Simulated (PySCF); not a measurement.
These are B3LYP-D3(BJ)/def2-TZVP // B3LYP-D3(BJ)/def2-SVP in PySCF values and carry that method's errors. All species are isolated molecules in the gas phase. One relaxed conformer stands for a flexible species; it need not be the lowest. B3LYP has the VWN-RPA correlation part, as in Gaussian. Excitations are Tamm–Dancoff values on a coarser integration grid. The basis has no diffuse functions, so Rydberg states are missing or too high.

Reference species (SMILES): `C[CH2][Sn]([CH2]C)([CH2]C)[CH2]C` (neutral, multiplicity 1).

- HOMO: -6.81 eV
- S1 excitation (TDA): 6.31 eV

Changed species: `[CH2](C)[Sn]([OH])([OH])[CH2]C` (2 of 4 OH replaced by C2H5; the reference has 4 of 4 OH replaced by C2H5).

### Question
Predict the effect on the HOMO and S1 excitation (TDA).

### Answer
the HOMO falls by 0.43 eV, to -7.24 eV; the S1 excitation (TDA) decreases by 0.41 eV, to 5.90 eV.
